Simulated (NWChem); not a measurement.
System: CrO, quintet; SMILES [O]=[Cr]

The following NWChem deck was run.

```
start job
memory heap 200 mb stack 900 mb global 1100 mb
geometry units angstroms noautosym nocenter noautoz
  Cr     0.000000     0.000000    -0.479933
  O      0.000000     0.000000     1.304150
end
basis spherical
  Cr library def2-tzvp
  O library def2-tzvp
end
dft
  odft
  mult 5
  xc pbe0
  iterations 150
end
property
  efieldgrad
end
task dft property
```

NWChem printed, in part:

```
             Northwest Computational Chemistry Package (NWChem) 7.3.0
             --------------------------------------------------------

                             Geometry "geometry" -> ""
                             -------------------------

 Output coordinates in angstroms (scale by  1.889725989 to convert to a.u.)

  No.       Tag          Charge          X              Y              Z
 ---- ---------------- ---------- -------------- -------------- --------------
    1 Cr                  24.0000     0.00000000     0.00000000    -0.47993300
    2 O                    8.0000     0.00000000     0.00000000     1.30415000

 Effective nuclear repulsion energy (a.u.)      56.9491620109

                              NWChem Property Module
                              ----------------------

  itol2e modified to match energy
  convergence criterion.

                                 NWChem DFT Module
                                 -----------------

 Summary of "ao basis" -> "ao basis" (spherical)
 ------------------------------------------------------------------------------
       Tag                 Description            Shells   Functions and Types
 ---------------- ------------------------------  ------  ---------------------
 Cr                        def2-tzvp                15       45   6s4p4d1f
 O                         def2-tzvp                11       31   5s3p2d1f

  itol2e modified to match energy
  convergence criterion.

            General Information
            -------------------
          SCF calculation type: DFT
          Wavefunction type:  spin polarized.
          No. of atoms     :     2
          No. of electrons :    32
           Alpha electrons :    18
            Beta electrons :    14
          Charge           :     0
          Spin multiplicity:     5
          Use of symmetry is: off; symmetry adaption is: off
          Maximum number of iterations: 150
          AO basis - number of functions:    76
                     number of shells:    26
          Convergence on energy requested:  1.00D-07
          Convergence on density requested:  1.00D-05
          Convergence on gradient requested:  5.00D-04

              XC Information
              --------------
                         PBE0 Method XC Functional
                     Hartree-Fock (Exact) Exchange  0.250
          PerdewBurkeErnzerhof Exchange Functional  0.750
            Perdew 1991 LDA Correlation Functional  1.000 local
           PerdewBurkeErnz. Correlation Functional  1.000 non-local

             Grid Information
             ----------------
          Grid used for XC integration:  fine
          Radial quadrature: Mura-Knowles
          Angular quadrature: Lebedev.
          Tag              B.-S. Rad. Rad. Pts. Rad. Cut. Ang. Pts.
          ---              ---------- --------- --------- ---------
          Cr                  1.40      140           9.0       974
          O                   0.60       70           8.0       590
          Grid pruning is: on
          Number of quadrature shells:   210
          Spatial weights used:  Erf1

      Superposition of Atomic Density Guess
      -------------------------------------

 Sum of atomic energies:       -1117.95925145

      Non-variational initial energy
      ------------------------------

 Total energy =   -1116.960015
 1-e energy   =   -1651.175500
 2-e energy   =     477.266323
 HOMO         =      -0.091448
 LUMO         =      -0.091448

[...]

          -----------------------
          Electric field gradient
          -----------------------

 1 a.u. = 0.324123 10**(16) esu/cm**3  ( or statvolts/cm**2 ) = 0.97174 10**(22) v/m**2

 ------------------------------------------------------------
   Atom      X         Y         Z
 ------------------------------------------------------------
    1 Cr   0.00000   0.00000  -0.90694
 ------------------------------------------------------------

 Electric field gradient in molecular frame (a.u.)
         XX             YY             ZZ             XY             XZ             YZ
 ------------------------------------------------------------------------------------------
       -0.227848       0.431175      -0.203327      -0.498573       0.000000       0.000000

 Principal components (a.u.) and orientation
 of principal axis w.r.t. absolute frame                      Asymmetry parameter eta
 --------------------------------------------------------------------------------------
        0.699287      -0.495959      -0.203327                       0.418472

       -0.473619       0.880730       0.000001
        0.880730       0.473619       0.000000
        0.000000      -0.000001       1.000000

 ------------------------------------------------------------
   Atom      X         Y         Z
 ------------------------------------------------------------
    2 O    0.00000   0.00000   2.46449
 ------------------------------------------------------------

 Electric field gradient in molecular frame (a.u.)
         XX             YY             ZZ             XY             XZ             YZ
 ------------------------------------------------------------------------------------------
       -1.044712       0.808798       0.235914      -1.402485       0.000001       0.000001

 Principal components (a.u.) and orientation
 of principal axis w.r.t. absolute frame                      Asymmetry parameter eta
 --------------------------------------------------------------------------------------
       -1.798981       1.563066       0.235914                       0.737725

        0.880711      -0.473654       0.000000
        0.473654       0.880711       0.000000
       -0.000001       0.000000       1.000000
```

Level: PBE0/def2-TZVP, spin-unrestricted. The state is orbitally degenerate and is run as one real component. Coordinates come from a PBE0-D3(BJ)/def2-TZVP, spin-unrestricted optimisation. No stability test was run on the SCF state. NWChem prints the field gradient with the sign opposite to the second derivative of the potential.
